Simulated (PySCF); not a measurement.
A species of formula C8H13ClSi has this rotational fingerprint, computed with PBE0/pcSseg-1 in PySCF (dipole) on a GFN2-xTB geometry, gas phase:

* Rotational constants: A = 926.6, B = 734.3, C = 692.8 MHz
* Dipole components: |μa| = 1.49 D, |μb| = 0.03 D, |μc| = 1.27 D
* Inertial defect: -504.16 u·Å²
* κ: -0.64

Question: Which structure is it? (One computed conformer of each.)
A. `[CH2:1]=[CH:2][CH2:3][C@@H:4]1[CH:5]=[CH:6][C@@H:7]([Cl:8])[C@H:9]1[SiH3:10]` with C1–C2–C3–C4 124°, C2–C3–C4–C5 58°, C3–C4–C5–C6 -135°, C5–C6–C7–Cl8 -105°, C6–C7–C9–Si10 -146°, C3–C4–C9–C7 143°
B. `[CH:1]#[C:2][C@@H:3]([CH2:4][CH3:5])[Si@@H:6]([Cl:7])[C:8](=[CH2:9])[CH3:10]` with C2–C3–C4–C5 -65°, C2–C3–Si6–Cl7 171°, C3–Si6–C8–C9 -110°
C. `[CH2:1]=[C:2]=[C:3]([CH2:4][CH:5]=[CH2:6])[Si@@H:7]([Cl:8])[CH2:9][CH3:10]` with C2–C3–C4–C5 105°, C3–C4–C5–C6 108°, C2–C3–Si7–Cl8 143°, C3–Si7–C9–C10 55°

Answer: C. It is C=C=C(CC=C)[Si@@H](Cl)CC, an asymmetric top, point group C1. The candidates at the same level (rigid rotor, commonest isotopes):

| SMILES | A (MHz) | B (MHz) | C (MHz) | μa (D) | μb (D) | μc (D) | Δ (u·Å²) | point group | rotor |
| --- | --- | --- | --- | --- | --- | --- | --- | --- | --- |
| C=C=C(CC=C)[Si@@H](Cl)CC | 926.6 | 734.3 | 692.8 | 1.49 | 0.03 | 1.27 | -504.16 | C1 | asymmetric top |
| C#C[C@@H](CC)[Si@@H](Cl)C(=C)C | 1061 | 753.1 | 576.3 | 0.88 | 1.14 | 0.61 | -270.33 | C1 | asymmetric top |
| C=CC[C@@H]1C=C[C@@H](Cl)[C@H]1[SiH3] | 1519 | 683.0 | 543.5 | 2.12 | 0.87 | 0.27 | -142.78 | C1 | asymmetric top |

`C=CC[C@@H]1C=C[C@@H](Cl)[C@H]1[SiH3]` has A 64 % too high; `C#C[C@@H](CC)[Si@@H](Cl)C(=C)C` has C 17 % too low. No structure here is proved a minimum.
